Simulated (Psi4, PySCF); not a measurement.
C$_{4}$H$_{11}$Si (SMILES [CH2][Si](C)(C)C), doublet, geometry from GFN2-xTB, atoms displaced at random by about 0.08 Å a coordinate. Base run: HF/STO-3G, gradient (PySCF).

PySCF was given this input:
```python
from pyscf import gto, scf

mol = gto.Mole()
mol.atom = '''
    C    -0.92384968   -0.10897181    1.76469076
    Si   -0.17883884   -0.08370936    0.08242319
    C     0.20487444    1.79447241   -0.57183921
    C    -1.00304566   -1.07151024   -1.31192896
    C     1.79778044   -0.66242147    0.20001450
    H    -0.52300941    0.20027014    2.59083803
    H    -1.93693205   -0.56348412    1.53761005
    H     0.39564348    2.42781716    0.33854178
    H     0.43615041    1.97042857   -1.48027566
    H    -1.03869299    2.28409505   -0.62514714
    H    -0.62805215   -1.06544962   -2.24064707
    H    -1.07129266   -2.06578465   -1.02953118
    H    -2.00757124   -0.64640674   -1.35012079
    H     2.25730660   -0.05951904    0.96912868
    H     1.77224292   -1.74925330    0.45995470
    H     2.30266371   -0.60821951   -0.84104256
'''
mol.basis = 'sto-3g'
mol.spin = 1
mol.verbose = 3
mol.build()

mf = scf.UHF(mol)
mf.kernel()
g = mf.nuc_grad_method()
grad = g.kernel()
```

Programs used: Psi4, PySCF; a row that names a program was run with it.

The coordinate followed is x of atom 4.

The base run was repeated with changes; each row names its change, and settings that it needs were set with it.

| change | dE/dx (Eh/bohr) | net force (Eh/bohr) |
|---|---|---|
| base | 0.054217 | 0.000000 |
| code = psi4 | 0.054211 | 0.000000 |
| finite difference step (bohr) = 0.01; conv_tol = 1e-11 | 0.054198 | - |
| finite difference step (bohr) = 0.05; conv_tol = 1e-11 | 0.053726 | - |
| density fitting = on; auxbasis_response = off | 0.053917 | 0.000871 |
| finite difference step (bohr) = 0.2; conv_tol = 1e-11 | 0.046329 | - |
| conv_tol = 1e-6 | 0.054218 | 0.000000 |
| conv_tol = 1e-4 | 0.054229 | 0.000000 |
| finite difference step (bohr) = 1e-5; conv_tol = 1e-11 | 0.054217 | - |
| finite difference step (bohr) = 1e-4; conv_tol = 1e-11 | 0.054217 | - |
| finite difference step (bohr) = 1e-3; conv_tol = 1e-11 | 0.054217 | - |
| conv_tol = 1e-11 | 0.054217 | 0.000000 |

The net force is zero for an exact gradient.

Open shells are given as the SCF converged; they aren't shown to be the lowest states, and a large step between rows can be another state.
